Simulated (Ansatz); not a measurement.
Compare A (`O=C([SiH3])[SiH](F)F`) with its isomer B (`OC1[SiH2][Si]1(F)F`).

Computed with Ansatz on PBE0-D4/def2-TZVP structures; ΔE is electronic, products minus reactants. CCSD(T)/CBS is the MP2 limit (def2-TZVPP, def2-QZVPP) plus CCSD(T) − MP2 in def2-TZVPP, frozen cores. DFT in def2-TZVPP. B3LYP here is the variant with VWN-RPA as its local correlation; programs differ in this. One conformer a species, not always the lowest.

A:

```xyz
10

O     1.302   -0.956   -1.169
C     0.510   -0.354   -0.471
Si   -0.064    1.438   -0.940
Si   -0.111   -1.279    1.095
F    -0.243   -0.239    2.288
F    -1.566   -1.838    0.794
H    -1.521    1.551   -0.671
H     0.254    1.692   -2.364
H     0.667    2.377   -0.049
H     0.772   -2.392    1.487
```

B:

Z-matrix (Å, degrees):
```
C
Si 1 1.958
Si 1 1.847 2 72.3
O 1 1.392 2 130.2 3 -128.2
H 1 1.112 2 100.6 3 97.5
H 2 1.485 1 117.9 3 -125.6
H 2 1.485 1 115.1 3 98.8
F 3 1.585 1 118.9 2 -104.2
F 3 1.586 1 119.0 2 123.2
H 4 0.961 1 108.9 2 -60.6
```

**Question.** Which is lower in electronic energy at CCSD(T)/CBS, and by how much? (An estimate is asked.)

**Answer.** The calculation gave: A, by 81.3 kJ/mol.

**Question.** Give E(B) − E(A) in kJ/mol with B3LYP-D4, MP2/def2-TZVPP, B3LYP, B2PLYP, CCSD/def2-TZVPP, PBE-D4, r2SCAN-D4. (Estimate.)

**Answer.** The calculation gave: B3LYP-D4 92.4, MP2/def2-TZVPP 82.1, B3LYP 93.3, B2PLYP 92.9, CCSD/def2-TZVPP 90.2, PBE-D4 59.3, r2SCAN-D4 67.3. None reverses the order clearly.

Largest T1 diagnostic: 0.014.

In def2-TZVPP, CCSD(T) changes the Hartree–Fock value by −40.4 kJ/mol (the triples alone add −2.8 kJ/mol) and MP2 by −45.8 kJ/mol.
